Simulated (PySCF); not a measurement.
Molfile (atoms numbered from 1):
```
C7H10N2
     RDKit          3D

 19 19  0  0  0  0  0  0  0  0999 V2000
   -1.7187   -1.3456    0.4132 C   0  0  0  0  0  0  0  0  0  0  0  0
   -1.0925   -0.1648   -0.1274 N   0  0  0  0  0  0  0  0  0  0  0  0
   -1.8977    0.8007   -0.8331 C   0  0  0  0  0  0  0  0  0  0  0  0
    0.2467    0.0376    0.0286 C   0  0  0  0  0  0  0  0  0  0  0  0
    0.8932    1.1756   -0.4826 C   0  0  0  0  0  0  0  0  0  0  0  0
    2.2519    1.3236   -0.2944 C   0  0  0  0  0  0  0  0  0  0  0  0
    3.0182    0.4556    0.3482 N   0  0  0  0  0  0  0  0  0  0  0  0
    2.4145   -0.6184    0.8337 C   0  0  0  0  0  0  0  0  0  0  0  0
    1.0654   -0.8786    0.7100 C   0  0  0  0  0  0  0  0  0  0  0  0
   -1.5998   -1.3931    1.5002 H   0  0  0  0  0  0  0  0  0  0  0  0
   -1.2924   -2.2540   -0.0234 H   0  0  0  0  0  0  0  0  0  0  0  0
   -2.7823   -1.3285    0.1888 H   0  0  0  0  0  0  0  0  0  0  0  0
   -1.8643    1.7779   -0.3410 H   0  0  0  0  0  0  0  0  0  0  0  0
   -1.5564    0.9198   -1.8662 H   0  0  0  0  0  0  0  0  0  0  0  0
   -2.9321    0.4666   -0.8542 H   0  0  0  0  0  0  0  0  0  0  0  0
    0.3518    1.9363   -1.0193 H   0  0  0  0  0  0  0  0  0  0  0  0
    2.7636    2.1954   -0.6835 H   0  0  0  0  0  0  0  0  0  0  0  0
    3.0577   -1.3161    1.3558 H   0  0  0  0  0  0  0  0  0  0  0  0
    0.6633   -1.7807    1.1393 H   0  0  0  0  0  0  0  0  0  0  0  0
  1  2  1  0
  2  3  1  0
  2  4  1  0
  4  5  2  0
  5  6  1  0
  6  7  2  0
  7  8  1  0
  8  9  2  0
  9  4  1  0
  1 10  1  0
  1 11  1  0
  1 12  1  0
  3 13  1  0
  3 14  1  0
  3 15  1  0
  5 16  1  0
  6 17  1  0
  8 18  1  0
  9 19  1  0
M  END
```

[PySCF 2.14: structure optimised with GFN2-xTB; PBE0/pcSseg-1 with gauge-including orbitals; non-relativistic Hamiltonian; one computed conformer; in vacuum; equivalent nuclei averaged]

Shifts are taken against calculated references (same method and geometry level): TMS for ¹³C (σref 186.93) and ¹H (σref 31.72); ¹⁵N (σref 267.73) against NH3.

```json
{"atoms": "C5/C9", "nucleus": "¹³C", "count": "2", "Hirshfeld charge": "-0.09", "δ (ppm)": "108.8"}
{"atoms": "C6/C8", "nucleus": "¹³C", "count": "2", "Hirshfeld charge": "0.01", "δ (ppm)": "155.8"}
{"atoms": "H10/H11/H12/H13/H14/H15", "nucleus": "¹H", "count": "6", "Hirshfeld charge": "0.05", "δ (ppm)": "?"}
{"atoms": "H17/H18", "nucleus": "¹H", "count": "2", "Hirshfeld charge": "0.05", "δ (ppm)": "8.64"}
{"atoms": "N7", "nucleus": "¹⁵N", "count": "1", "Hirshfeld charge": "-0.19", "δ (ppm)": "319.6"}
{"atoms": "C4", "nucleus": "¹³C", "count": "1", "Hirshfeld charge": "0.06", "δ (ppm)": "?"}
{"atoms": "C1/C3", "nucleus": "¹³C", "count": "2", "Hirshfeld charge": "-0.06", "δ (ppm)": "42.0"}
{"atoms": "H16/H19", "nucleus": "¹H", "count": "2", "Hirshfeld charge": "0.04", "δ (ppm)": "?"}
{"atoms": "N2", "nucleus": "¹⁵N", "count": "1", "Hirshfeld charge": "-0.04", "δ (ppm)": "70.0"}
```

Q: Fill in the missing shifts.

A: 
- C4: 155.7 ppm, aromatic carbon bearing nitrogen; an ipso carbon deshielded by its heteroatom
- H16/H19: 6.29 ppm, hydrogen on an aromatic CH; π donation from the O or N substituent shields it against benzene
- H10/H11/H12/H13/H14/H15: 3.12 ppm, hydrogen on a methyl carbon bonded to N; its carbon carries N, hence the downfield position

Shifts are as computed. Against solution values, carbons near 30 ppm lie about +3 ppm off and those near 130 ppm about +5 ppm. Of 1211 compounds with measured shifts, 218 miss one by over three times the rms of a fit or turn the order of signals round; such compounds aren't used in these exercises. Experimental scales use liquid or dissolved standards, which lie at an offset from isolated NH3 (liquid NH3: subtract about 20 ppm). Unscaled 15N shifts of sp2 nitrogen come out 20 to 40 ppm too high even then.
